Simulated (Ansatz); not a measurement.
One change: `[NH2][Mo]([NH2])(=[O])=[S]` becomes `[NH2][Mo](=[O])(=[S])[Cl]`.

Ansatz, PBE0-D4/def2-TZVP geometries, multiplicity 1. Each molecule was computed in one conformer, which needn't be the lowest.

Elements past krypton have def2 core potentials.

```tsv
property	`[NH2][Mo]([NH2])(=[O])=[S]`
HOMO energy (PBE/def2-TZVPP) / eV	-6.12
LUMO energy (PBE0/def2-TZVPP) / eV	-2.48
HOMO energy (ωB97M-V/def2-TZVPP) / eV	-9.43
size of the dipole moment (B3LYP/def2-TZVPP) / D	3.93
HOMO–LUMO gap (PBE/def2-TZVPP) / eV	2.95
size of the dipole moment (ωB97M-V/def2-TZVPP) / D	3.89
```

What does the change do to each property? (An estimate is asked.)

Ansatz gave: 
| property | `[NH2][Mo](=[O])(=[S])[Cl]` | shift |
| --- | --- | --- |
| HOMO energy (PBE/def2-TZVPP) / eV | -6.61 | -0.49 |
| LUMO energy (PBE0/def2-TZVPP) / eV | -3.06 | -0.58 |
| HOMO energy (ωB97M-V/def2-TZVPP) / eV | -9.97 | -0.54 |
| size of the dipole moment (B3LYP/def2-TZVPP) / D | 3.67 | -0.26 |
| HOMO–LUMO gap (PBE/def2-TZVPP) / eV | 2.89 | -0.06 |
| size of the dipole moment (ωB97M-V/def2-TZVPP) / D | 3.66 | -0.23 |

With PBE0 the HOMO falls by 0.50 eV and the LUMO falls by 0.58 eV, so the gap narrows by about 0.08 eV. PBE moves the HOMO by -0.49 eV and ωB97M-V by -0.54 eV. The zero-point energy changes by -61.4 kJ/mol with -6 modes. Dipoles are sizes alone; their direction can turn.

B3LYP here is the variant with VWN-RPA as its local correlation; programs differ in this.
